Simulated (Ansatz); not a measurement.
A nudged elastic band was laid between two geometries of AlH3O + BH3O (10 atoms, charge 0, multiplicity 1).

These are results of Ansatz, RKS B3LYP/6-31G*, not measurements.

```
movable images  : 5
climbing image  : yes
spring          : 5.0 eV/Å²
optimiser       : quadratic models (default)
start path      : through a guess of the saddle point
force threshold : 0.05 eV/Å
iteration limit : 60
end points      : relaxed
```

Initial state:

```xyz
10
Properties=species:S:1:pos:R:3
B 0.076 -1.033 -0.229
O -0.579 -0.193 0.618
H -1.505 -0.435 0.770
H 1.217 -0.772 -0.457
H -0.488 -1.978 -0.703
O -0.334 2.468 1.776
Al 0.907 3.034 2.801
H 2.165 2.119 3.140
H 0.720 4.495 3.382
H -0.275 1.589 1.367
```

Final state:

```xyz
10
Properties=species:S:1:pos:R:3
B 0.239 0.555 0.224
O -0.592 -0.996 0.978
H -1.483 -0.685 1.212
H 1.219 0.003 -0.204
H -0.658 0.828 -0.537
O 0.384 1.342 1.363
Al 0.843 2.708 2.251
H 0.577 2.642 3.813
H 1.494 3.964 1.536
H -0.122 -1.067 1.828
```

(1) Which bonds break or form, and what moves?

(2) What energy profile does the band end with?

(3) What is the geometry of the highest image?

(4) What are the harmonic wavenumbers there?

Results:

(1) Bonds broken: B1–O2, O6–H10. Bonds formed: B1–O6, O2–H10. AlH3O + BH3O becomes AlBH4O + H2O.

(2) The run converged. The highest image is number 3 of 0 to 6, 13.5 kcal/mol above the first end and 12.6 kcal/mol above the last; the last end lies 0.9 kcal/mol above the first. A vibrational analysis at the climbing image gives one clearly imaginary mode, 1363i cm⁻¹: a first-order saddle point. The orbitals stay closed-shell, which can raise the energy where a bond breaks towards radicals; this wasn't checked here.

```csv
image,path coordinate (Å),energy (kcal/mol),B1–O2 (Å),O6–H10 (Å),B1–O6 (Å)
0,0.00,0.0,1.36,0.97,4.06
1,2.07,0.7,1.36,0.97,3.47
2,4.15,1.2,1.36,0.97,2.71
3,6.22,13.5,1.57,1.31,1.49
4,7.54,4.1,1.94,2.28,1.40
5,8.87,1.5,2.04,2.41,1.38
6,10.19,0.9,1.91,2.50,1.39
```

(3) 
```xyz
10
Properties=species:S:1:pos:R:3
B 0.009 0.573 0.524
O -0.385 -0.647 1.435
H -1.044 -1.213 0.998
H 1.260 0.746 0.605
H -0.368 0.475 -0.609
O -0.654 1.539 1.452
Al 0.950 2.237 1.864
H 1.612 1.717 3.203
H 1.384 3.536 1.075
H -0.862 0.331 1.917
```

(4) 1363i, 159, 301, 350, 514, 547, 587, 619, 734, 760, 802, 812, 916, 996, 1062, 1183, 1373, 1401, 1957, 1961, 1973, 2151, 2628, 3747 cm⁻¹.

The run took 3.8 min on 1 thread of AMD EPYC 9R45 96-Core Processor (Zen 5), with other jobs on the host, peak memory 0.19 GiB.
